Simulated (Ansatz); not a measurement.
`BrCBr` + H• → `Br[CH]Br`• + H₂ at 400 K and 1 bar (hydrogen abstraction from a C–H bond).

Gas-phase electronic energies from Ansatz, PBE0-D4/def2-TZVP geometries. CCSD(T)/CBS is the MP2 limit (def2-TZVPP, def2-QZVPP) plus CCSD(T) − MP2 in def2-TZVPP, frozen cores. This one scheme is used for every species, atoms too. No spin–orbit coupling; open shells (•) take unrestricted orbitals. For Br outer-core shells are correlated without core-valence functions, so the limit isn't a true one: a few kJ/mol of doubt a bond, and 10 to 20 or more in all where bonds break to atoms. Scalar relativity is left out up to krypton.

```json
{"species": "`BrCBr`", "CCSD(T)/CBS energy (Eh)": "-5185.88409", "H − E (kJ/mol)": "92.8", "S (J/(mol·K))": "310.2"}
{"species": "H•", "CCSD(T)/CBS energy (Eh)": "-0.50000", "H − E (kJ/mol)": "8.3", "S (J/(mol·K))": "120.8"}
{"species": "`Br[CH]Br`•", "CCSD(T)/CBS energy (Eh)": "-5185.21654", "H − E (kJ/mol)": "57.2", "S (J/(mol·K))": "321.8"}
{"species": "H₂", "CCSD(T)/CBS energy (Eh)": "-1.17544", "H − E (kJ/mol)": "38.0", "S (J/(mol·K))": "139.0"}
```

H − E and S are ideal-gas, rigid-rotor, harmonic terms from PBE0-D4/def2-TZVP, with the whole ground term of open shells counted as degenerate. The MP2-based limit puts H₂ 0.8 mEh under its directly extrapolated value; such offsets cancel only in part. 1 Eh = 2625.50 kJ/mol, R = 8.31446 J/(mol·K).

**Question.** By hand: ΔE, ΔH, ΔS and ΔG.

**Answer.** ΔE = (-5185.21654) + (-1.17544) − (-5185.88409) − (-0.50000) = -0.00789 Eh = -20.7 kJ/mol. Δ(H − E) = 57.2 + 38.0 − 92.8 − 8.3 = -5.9, so ΔH = -26.6 kJ/mol. ΔS = 321.8 + 139.0 − 310.2 − 120.8 = 29.8 J/(mol·K). ΔG = -26.6 − 400 × (29.8)/1000 = -38.5 kJ/mol.

**Question.** By hand: the equilibrium constant, and the temperature at which ΔG would vanish if ΔH and ΔS stayed fixed.

**Answer.** log₁₀ K = −ΔG/(RT ln 10) = 5.0. ΔH and −TΔS have one sign here, so there is no such temperature.

TΔS isn't small against ΔH here. A doubt of 5 kJ/mol in ΔE shifts log₁₀ K by 0.7 here. These are equilibria of isolated gas molecules and say nothing of rates. Largest T1 diagnostic: 0.013 (customary marks: 0.02 for closed shells, 0.045 for open ones).
